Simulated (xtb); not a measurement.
N2, charge +1, doublet, at a GFN2-xTB geometry (a state made from the parent by changing its charge; the spin is typed, not shown lowest). Base run: GFN2-xTB run with xtb.

xtb was given this input:
```
$ xtb mol.xyz --gfn 2 --chrg 1 --uhf 1 --json

# file mol.xyz
2

N     -0.00000000    -0.00000000    -0.53416778
N      0.00000000     0.00000000     0.53416778
```

Variants of this job, named by their change:

```json
[
 {"change": "base", "ΔE vs base (kcal/mol)": "0.000", "SCF cycles": "8"},
 {"change": "acc = 1000", "ΔE vs base (kcal/mol)": "0.000", "SCF cycles": "5"},
 {"change": "gbsa = acetonitrile", "ΔE vs base (kcal/mol)": "-72.7", "SCF cycles": "8"},
 {"change": "file = coord", "ΔE vs base (kcal/mol)": "0.000", "SCF cycles": "8"}
]
```

ALPB and GBSA are two models with their own fitted parameters for each solvent, which aren't always the measured dielectric constant.
